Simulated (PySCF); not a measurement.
Vertical excitations of a molecule CH₅MoNOS₂, multiplicity 1 from TDA-B3LYP/def2-SVPD (PySCF 2.14.0), as energy in eV (oscillator strength): 3.86 (0.077), 3.98 (0.004), 4.10 (0.012), 4.14 (0.006), 4.42 (0.042), 4.53 (0.002), 4.74 (0.010), 4.84 (0.007), 4.87 (0.007), 5.11 (0.000). Lowest triplet (TDA): 3.12 eV. Geometry optimised at PBE0-D3(BJ)/def2-SVP. The spin state was assumed, not searched. The def2 effective core potentials stand for the cores of Mo; spin–orbit coupling is left out. The values are those of a single conformer.

Identify the compound among the candidates.
A) C[O][Mo](=[NH])(=[S])[SH]
B) C[N]=[Mo](=[O])([SH])[SH]
C) C[N]=[Mo]([OH])(=[S])[SH]
D) C[O][Mo]([NH2])(=[S])=[S]

B, C[N]=[Mo](=[O])([SH])[SH]
